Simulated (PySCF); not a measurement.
difluoromethane (CH2F2), singlet, geometry from GFN2-xTB.

The PySCF input:
```python
from pyscf import gto, scf, dft

mol = gto.Mole()
mol.atom = '''
    C     0.01968854    0.00631445    0.49889193
    F    -0.03994213    1.08453031   -0.30145729
    F     0.01714658   -1.09184124   -0.27616403
    H    -0.87297769   -0.00966100    1.13908803
    H     0.96000648    0.03757263    1.06615233
'''
mol.basis = 'cc-pvtz'
mol.verbose = 4
mol.build()

mf = dft.RKS(mol)
mf.xc = 'r2scan'
mf.kernel()
```

Question: Predict the number of basis functions from R2SCAN/cc-pVTZ (PySCF).

Answer: 118

Question: Give the total energy at the level R2SCAN/cc-pVTZ.

Answer: -238.9720 Eh

Question: Predict the HOMO energy from R2SCAN/cc-pVTZ.

Answer: -8.33 eV

Question: Estimate the HOMO-LUMO gap that R2SCAN/cc-pVTZ returns for this input.

Answer: 10.06 eV
